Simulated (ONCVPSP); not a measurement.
Cutoff test, Lu (Z = 71), ONCV

ONCVPSP 4.0.1 input, shortened (lines: element, Z, core and valence counts, functional; n l f; lmax; l rc ep ncon nbas qcut; lloc lpopt rc5 dvloc0; l nproj debl; icmod fcfact rcfact), PBE, scalar-relativistic:

```
  Lu 71.00    9    5        4      upf
    1    0    2.00
    2    0    2.00
    2    1    6.00
    3    0    2.00
    3    1    6.00
    3    2   10.00
    4    0    2.00
    4    1    6.00
    4    2   10.00
    4    3   14.00
    5    0    2.00
    5    1    6.00
    5    2    1.00
    6    0    2.00
    3
    0    1.80    0.00    4    7    7.00
    1    1.45    0.00    4    7    4.70
    2    2.95    0.00    4    9    6.40
    3    0.65    0.00    4    9   26.90
    4    5    0.55   -1.00
    0    2    3.50
    1    1    3.50
    2    2    0.60
    3    2    2.20
    3    1.50    1.35
```

Problem. For each optimised wave give the share of its norm inside rc, the residual kinetic energy above qcut (Ha) and the cutoffs (Ha) for errors of 10, 1, 0.1 and 0.01 mHa per electron.

Solution.

```tsv
wave	norm inside rc	residual KE	10 mHa	1 mHa	0.1 mHa	0.01 mHa
5s	0.932	2.2e-06	13.2	17.3	20.3	22.9
6s	0.046	2.1e-06	9.7	15.5	19.4	22.6
5p	0.602	1.3e-02	13.1	59.6	71.8	98.4
5d	0.606	9.0e-10	7.1	9.9	12.3	14.3
d projector 2	0.271	6.9e-10	8.0	10.7	13.2	15.3
4f	0.535	1.0e-05	256.1	294.3	324.5	363.6
f projector 2	0.057	6.9e-07	219.4	266.7	305.1	332.9
```

The occupied waves need 294 Ha and 324 Ha for 1 and 0.1 mHa. Note: ghosts flagged at negative energy: s at -1136.0 eV, p at -570.4 eV, d at -450.9 eV, f at -8.0 eV; GHOST(+) flagged for s at 95.9 eV. A true bound ghost makes a file unfit for plane-wave use. 2 of 4 tests not solved or not reliable.
